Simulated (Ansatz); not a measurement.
Compare A (`C[SiH2]C(N)=O`) with its isomer B (`N[Si]1(O)CC1`).

Isolated molecules relaxed with PBE0-D4/def2-TZVP in Ansatz; ΔE leaves out vibrations. CCSD(T)/CBS adds triple-zeta CCSD(T) − MP2 to the extrapolated MP2 energy (def2 sets, frozen cores). DFT in def2-TZVPP. Each species was taken in one conformer, which may not be the lowest.

Question: Which is lower in electronic energy at CCSD(T)/CBS, and by how much? (An estimate is asked.)

Answer: The calculation gave: B, by 22.8 kcal/mol.

Question: Give E(B) − E(A) in kcal/mol with CCSD(T)/def2-TZVPP, BLYP-D4, MP2/def2-TZVPP, LDA (SPW92), ωB97M-V, r2SCAN-D4, CCSD/def2-TZVPP. (Best estimate.)

Answer: Computed: CCSD(T)/def2-TZVPP -21.2, BLYP-D4 -12.0, MP2/def2-TZVPP -24.6, LDA (SPW92) -19.4, ωB97M-V -21.2, r2SCAN-D4 -18.8, CCSD/def2-TZVPP -22.1. None reverses the order clearly.

Question: Does the order hold for the free energy at 298.15 K (harmonic terms from PBE0-D4)? (An estimate is asked.)

Answer: The calculation gave: Yes: G(B) − G(A) = -19.1 kcal/mol, for one conformer each. Modes under 60 cm⁻¹, often nearly free rotors, make the harmonic entropy too high.

Largest T1 diagnostic: 0.015.

At CCSD(T), def2-SVP lies +16.2 kcal/mol from the extrapolated value and def2-TZVPP +1.6 kcal/mol. From r2SCAN to r2SCAN0 (25 % exact exchange), in def2-TZVPP and without D4, E(B) − E(A) moves by −3.2 kcal/mol.
